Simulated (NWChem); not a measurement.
Molecule: C2H5BF2O; SMILES CCOB(F)F

```xyz
11

B      0.0221    -0.9709     0.0359
F     -1.3040    -0.9579     0.1083
F      0.6143    -2.1056    -0.2861
O      0.7618     0.1159     0.2800
C      0.1743     1.3678     0.5968
C     -0.1071     2.1728    -0.6516
H     -0.7505     1.2150     1.1777
H      0.8925     1.8935     1.2442
H     -0.8626     1.6752    -1.2787
H     -0.4895     3.1701    -0.3867
H      0.8095     2.3009    -1.2463
```
Atoms are numbered in this order, from 1.

Computed with NWChem. Medium grid unless said otherwise, to which SCAN and Minnesota functionals are sensitive. Coordinates come from a PBE0/def2-SVP optimisation. B3LYP is NWChem's, with the RPA form of VWN correlation. Total energies of different functionals are on different scales.

```tsv
level	energy (Ha)	highest occupied level (eV)	orbital gap (eV)	dipole (D)
PBE/def2-TZVP	-378.8942	[?]	[?]	2.35
B3LYP/def2-TZVP	-379.3278	-9.07	9.51	2.45
PW6B95/def2-TZVP	-379.7473	-9.45	10.15	2.47
r2SCAN/def2-TZVP	-379.1339	-8.06	8.75	2.40
BLYP/def2-TZVP	-379.2341	-7.63	7.60	2.37
CAM-B3LYP/def2-TZVP	-379.1946	-10.79	12.27	2.49
```

Complete the blanks.


- PBE/def2-TZVP, highest occupied level (eV): -7.72
- PBE/def2-TZVP, orbital gap (eV): 7.72
